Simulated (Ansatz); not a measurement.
Species: CHBr$_{2}$Cl, charge 0, singlet. CHBr2Cl (dibromo(chloro)methane, SMILES BrC(Cl)Br).
B3LYP-D3(BJ)/def2-TZVP minimum from Ansatz (a quantum-chemistry and plane-wave program):
```
C
H 1 1.0802
Cl 1 1.7641 2 108.47
Br 1 1.9492 2 106.59 3 -120.38
Br 1 1.9492 2 106.59 3 120.38
```

Total energies in def2-SVP, 26 correlated electrons, 34 frozen orbitals. Open shells are spin-unrestricted; no spin-orbit coupling. Cores are frozen in correlated methods (noble-gas shells, and filled d and f shells in the p block). No relativity. Spin-orbit terms, left out, reach several kcal/mol for Br and I, and more for heavier atoms.

| method | program | energy (Eh) | minus CCSDT(Q) (mEh) |
|---|---|---|---|
| HF | Ansatz | -5641.94316 | 572.83 |
| MP2 | Ansatz | -5642.46190 | 54.09 |
| CCSD | Ansatz | -5642.49739 | 18.60 |
| CCSD(T) | Ansatz | -5642.51404 | 1.95 |
| CCSDT(Q) | Ansatz | -5642.51599 | 0.00 |

Rough core times of Ansatz's runs on a shared machine: CCSD(T) under 20 s, CCSDT(Q) 9 min.
